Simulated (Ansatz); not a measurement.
Ansatz results at the PBE0-D4/def2-TZVP geometry: HOMO energy (ωB97M-V/def2-TZVPP) -9.33 eV; HOMO–LUMO gap (ωB97M-V/def2-TZVPP) 10.48 eV; HOMO–LUMO gap (PBE/def2-TZVPP) 4.92 eV.

Each molecule was computed in one conformer, which needn't be the lowest.

Task: Which molecule gave them?
A. `O=COC[SiH2]Cl`
B. `[OH][SnH2][CH2][SiH3]`
C. `OP[SiH2][GaH2]`
D. `[CH3][SnH2][SiH2]O`

Result: D. The others give `OP[SiH2][GaH2]`: -8.71, 8.90, 3.33; `[OH][SnH2][CH2][SiH3]`: -10.19, 11.32, 5.35; `O=COC[SiH2]Cl`: -10.72, 12.69, 5.55.
